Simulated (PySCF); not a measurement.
**ECD: `C[SiH2][C@H]([SiH3])[Si@H](N)F`, C2H12FNSi3**

Geometry:
```
atom   x (Å)   y (Å)   z (Å)
  C1  -1.721  -1.428  -0.326
 Si2  -1.356  -0.231   1.097
  C3   0.141   0.879   0.672
 Si4  -0.130   1.956  -0.867
 Si5   1.772  -0.072   0.590
  N6   1.752  -1.131  -0.760
  F7   1.912  -1.089   1.840
  H8  -2.016  -0.895  -1.225
  H9  -0.845  -2.022  -0.562
 H10  -2.527  -2.108  -0.068
 H11  -1.101  -0.976   2.337
 H12  -2.523   0.642   1.324
 H13   0.240   1.572   1.512
 H14  -1.337   2.773  -0.711
 H15  -0.264   1.136  -2.078
 H16   1.021   2.848  -1.065
 H17   2.949   0.782   0.756
 H18   1.593  -0.753  -1.678
 H19   2.431  -1.875  -0.797
```

Method used: PySCF 2.14.0, TDDFT CAM-B3LYP/def2-SVPD circular dichroism and optical rotation, one conformer, gas phase. Geometry: GFN2-xTB.

The molecule is flexible and this is one conformer; a measurement averages over conformers.

(1) What are the CIP labels of the stereocentres?

(2) Which excitations and rotatory strengths does the calculation give?

Answers

(1) C3 S, Si5 R.

(2) Rotatory strengths R in 10⁻⁴⁰ esu² cm², velocity form and length form (origin at the centre of mass); f in length form.
```tsv
state	E (eV)	λ (nm)	f	R (velocity)	R (length)	main
1	6.85	181	0.028	-10.9	-10.3	HOMO→LUMO 0.75, HOMO→LUMO+3 0.08
2	7.24	171	0.009	-34.8	-33.8	HOMO→LUMO+1 0.58, HOMO→LUMO+3 0.21
3	7.88	157	0.015	-18.9	-19.9	HOMO→LUMO+2 0.43, HOMO→LUMO+3 0.24
4	7.95	156	0.010	-1.7	-1.3	HOMO−1→LUMO+1 0.43, HOMO−1→LUMO 0.29
5	8.09	153	0.013	-28.5	-28.4	HOMO−2→LUMO+1 0.32, HOMO→LUMO+2 0.16
6	8.18	152	0.028	-1.1	-1.2	HOMO−2→LUMO 0.17, HOMO→LUMO+2 0.15
7	8.29	150	0.050	+49.3	+48.4	HOMO→LUMO+4 0.26, HOMO−1→LUMO+2 0.11
8	8.32	149	0.021	-30.9	-29.1	HOMO−1→LUMO+2 0.20, HOMO−1→LUMO+3 0.11
```

Among the states computed, the strongest CD band (largest |R|) is state 7. The largest dissymmetry factor in size, g = 4R/(D+G), with D and G the electric and magnetic dipole strengths, is -0.043 for state 2 (velocity form, f = 0.009), among bands with |R| over 0.5. The mirror image has the same energies and oscillator strengths and all R with the opposite sign.
